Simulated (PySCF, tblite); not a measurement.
One entry of a table of gas-phase calculations, keyed by method. Lists by class give the value and the number of equivalent atoms.

```json
{
 "formula": "C2H3F6P3Si",
 "smiles": "FC(F)(F)p1p([SiH3])p1C(F)(F)F",
 "inchi": "InChI=1S/C2H3F6P3Si/c3-1(4,5)9-10(11(9)12)2(6,7)8/h12H3",
 "charge": 0,
 "multiplicity": 1,
 "geometry_level": "GFN2-xTB",
 "atoms_angstrom": [
  ["F", -2.944, -1.344, -0.577],
  ["C", -1.651, -1.378, -0.256],
  ["F", -0.974, -1.603, -1.398],
  ["F", -1.464, -2.458, 0.515],
  ["P", -1.18, 0.207, 0.67],
  ["P", 1.012, 0.234, 0.719],
  ["Si", 1.866, -1.64, -0.302],
  ["P", -0.069, 1.098, -0.961],
  ["C", -0.181, 2.851, -0.263],
  ["F", -1.137, 3.542, -0.891],
  ["F", 0.97, 3.506, -0.457],
  ["F", -0.451, 2.916, 1.048],
  ["H", 1.188, -2.822, 0.227],
  ["H", 1.758, -1.533, -1.756],
  ["H", 3.253, -1.566, 0.155]
 ],
 "electronic_structure_code": "PySCF",
 "results": {
  "GFN2-xTB geometry": {
   "point_group": "C1",
   "rotational_constants_GHz": [0.845, 0.42, 0.336]
  },
  "PBE0/pcSseg-1 ground state and GIAO shieldings, non-relativistic": {
   "dipole_D": 2.29,
   "homo_eV": -7.86,
   "lumo_eV": -1.72,
   "shift_vs_computed_TMS_C_by_class_ppm": [
    [139.3, 2]
   ],
   "shift_vs_computed_TMS_H_by_class_ppm": [
    [4.28, 3]
   ],
   "shielding_other_nuclei_by_class_ppm": [
    ["F", 232.0, 6],
    ["Si", 413.4, 1],
    ["P", 485.7, 2],
    ["P", 618.7, 1]
   ],
   "charges_hirshfeld_e_by_atom": [-0.09, 0.2, -0.07, -0.09, 0.04, -0.03, 0.26, 0.04, 0.2, -0.1, -0.1, -0.08, -0.07, -0.07, -0.07]
  },
  "GFN2-xTB harmonic vibrations, gas phase": {
   "strongest_ir_bands_cm-1_km_per_mol_modes": [
    [725.1, 329.3, 1],
    [766.5, 294.3, 1],
    [1058.5, 215.5, 1],
    [1070.2, 292.6, 1],
    [1081.5, 214.9, 1],
    [2282.6, 218.4, 1]
   ],
   "zpe_kcal_per_mol": 34.6
  }
 }
}
```

A dipole of 2.29 D is allowed in C1, and pure rotational transitions are dipole-allowed. With B = h/(8π²I), that is 505.379 GHz u Å² over I, the principal moments of inertia are 598.4, 1203.6 and 1506.3 u Å² (most abundant isotopes); the inertial defect Ic − Ia − Ib is -295.7 u Å² (zero for a rigid planar frame, negative otherwise). The dipole matches unit charges of opposite sign 0.48 Å apart (1 e·Å = 4.8032 D).

Geometry: GFN2-xTB; no solvent or vibrations. NMR classes are plain means over equivalent atoms (diastereotopic ones count apart unless rotation or inversion swaps them), as if these changed places fast; in this geometry the members of some classes differ.

Conformer computed: `[F:1][C:2]([F:3])([F:4])[p:5]1[p:6]([SiH3:7])[p:8]1[C:9]([F:10])([F:11])[F:12]`: F1–C2–P5–P6 -167°, P6–P8–C9–F10 -162°.
